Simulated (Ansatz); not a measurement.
Coupled-cluster run, CH6GeN2O.

```yaml
crystal:
  periodic: [false, false, false]
  atoms:
    - {symbol: N, position_ang: [-1.015523, 0.156149, 2.021749]}
    - {symbol: C, position_ang: [-0.859773, 0.252637, 0.693686]}
    - {symbol: N, position_ang: [0.226127, 0.184760, 0.028433]}
    - {symbol: Ge, position_ang: [0.365555, 0.294939, -2.074530]}
    - {symbol: O, position_ang: [1.573245, -1.093720, -2.097857]}
    - {symbol: H, position_ang: [-1.930846, 0.198006, 2.429302]}
    - {symbol: H, position_ang: [-0.231711, 0.012674, 2.634075]}
    - {symbol: H, position_ang: [-1.777502, 0.411270, 0.127827]}
    - {symbol: H, position_ang: [1.082693, 0.006122, 0.543226]}
    - {symbol: H, position_ang: [1.501049, 1.402334, -1.866458]}
    - {symbol: H, position_ang: [1.132086, -1.882171, -2.418855]}
basis:
  gaussian: {orbitals: def2-TZVPP}
correlation: {method: ccsd_t}
```

```sh
$ ansatz run in.yaml --threads 4 --pin off --events-out ev --progress --plain --max-ram 10444MiB
```

Log, shortened:

```
Functional definition: HF
1563 factors; integrals over basis functions are off by at most 1.4e-3 eV
mean field evaluation 1: about -62596.8283 eV, gradient 5.1e1 eV
mean field evaluation 2: about -62597.0633 eV, gradient 5.1e1 eV
mean field evaluation 4: about -62602.3209 eV, gradient 4.9e0 eV
mean field evaluation 8: about -62602.4149 eV, gradient 4.0e-1 eV
mean field evaluation 16: about -62602.4160 eV, gradient 2.4e-6 eV
mean field -62602.41600189 eV, -2300.5963546280 hartree, gradient 2.4e-6 eV, S^2 0.000000; 0 other end points of the search recorded, 0 dependent functions left out
13 core orbitals not correlated: weight in the atoms' cores, before any rotation towards them, 1.000 or more for the frozen orbitals, at most 0.000 for the correlated occupied ones
reference -62602.41600189 eV, -2300.5963546280 hartree; 20, 20 occupied and 223, 223 virtual orbitals, 1563 factors
second order -29.05550970 eV of doubles, -0.00000000 eV of singles
cycle   1  -28.74035067 eV  change    3.2e-1 eV  update   1.3e-1
cycle   2  -29.51935026 eV  change   -7.8e-1 eV  update   3.9e-2
cycle   3  -29.69001880 eV  change   -1.7e-1 eV  update   2.2e-2
cycle   4  -29.67059303 eV  change    1.9e-2 eV  update   6.1e-3
cycle   5  -29.66629571 eV  change    4.3e-3 eV  update   3.2e-3
cycle   6  -29.66815381 eV  change   -1.9e-3 eV  update   1.1e-3
cycle   7  -29.66789458 eV  change    2.6e-4 eV  update   4.6e-4
cycle   8  -29.66756434 eV  change    3.3e-4 eV  update   2.0e-4
cycle   9  -29.66760501 eV  change   -4.1e-5 eV  update   8.9e-5
cycle  10  -29.66768447 eV  change   -7.9e-5 eV  update   4.1e-5
cycle  11  -29.66761703 eV  change    6.7e-5 eV  update   2.0e-5
cycle  12  -29.66763619 eV  change   -1.9e-5 eV  update   8.4e-6
perturbative correction -1.22093520 eV, -0.0448685412 hartree
Total energy: -62633.30457329 eV, -2301.7314886896 hartree
```

Hardware: 4 threads of an Arm Neoverse V1 on a shared host. Wall time 5.4 min, peak host memory 6.2 GiB.

MP2 recovers 94.1 % of the CCSD(T) correlation energy and the triples give 4.0 %; T1 = 0.0140.
